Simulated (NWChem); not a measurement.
# PbSiH₃I, singlet; SMILES [SiH3][Pb][I]

```xyz
6

Pb    -0.4952     0.9117     0.0000
I      0.0273    -1.8749     0.0000
Si     2.2096     1.4325     0.0000
H      2.5291     2.8998     0.0000
H      2.8486     0.8293    -1.2141
H      2.8486     0.8293     1.2141
```
Atoms are numbered in this order, from 1.

Computed with NWChem. Low-valent species are run as closed-shell singlets; no triplet was tried in these runs. Coordinates come from a PBE0/def2-SVP optimisation. No frequency run checked for a minimum. def2 effective core potentials on I, Pb; no spin-orbit coupling. Ions are spin-unrestricted doublets at the neutral geometry; other ion states weren't tried.

For level PBE/def2-SVP:

```yaml
vertical ionisation energy, ΔSCF (eV): 7.94
"−ε(HOMO) (eV)": 5.40
```

**Question.** How do the values read with level PBE0/def2-SVP instead?

**Answer.** 
| Item | Result |
|---|---|
| vertical ionisation energy, ΔSCF (eV) | 8.16 |
| −ε(HOMO) (eV) | 6.36 |
